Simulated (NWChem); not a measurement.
System: CH4Se2; SMILES C([SeH])[SeH]

Here is an NWChem input.

```
start job
memory heap 200 mb stack 900 mb global 1100 mb
geometry units angstroms noautosym nocenter noautoz
  Se     0.092216    -0.061980     1.673620
  C     -0.895066     0.096415     0.000000
  Se     0.092216    -0.061980    -1.673620
  H      0.808913     1.212080     1.513015
  H     -1.598998    -0.747667     0.000000
  H     -1.483886     1.021568     0.000000
  H      0.808913     1.212080    -1.513015
end
basis spherical
  Se library 6-31g*
  C library 6-31g*
  H library 6-31g*
end
dft
  xc hfexch
  iterations 150
end
property
  shielding 5 1 2 4 5 6
  efieldgrad
end
task dft property
```

All runs use the structure optimised with PBE0/def2-SVP.

GIAO values for the isolated, static molecule; σ is the absolute isotropic shielding, δ = σ(reference) − σ with the isolated reference molecule computed at the same levels (13C: tetramethylsilane, 1H: tetramethylsilane). Spin-orbit effects, on the heavy nuclei and on their neighbours, are missing.

Atoms are numbered as in the input.

Task: Predict the main results of this run. (Hartree-Fock/6-31G* (spherical d), GIAO.) Quantities: σ Se1 (ppm); δ C2 (ppm); δ H4 (ppm); δ H5 (ppm); δ H6 (ppm).

Result: 
- σ Se1 (ppm) = 1861.9
- δ C2 (ppm) = 16.7
- δ H4 (ppm) = 2.41
- δ H5 (ppm) = 2.07
- δ H6 (ppm) = 3.42
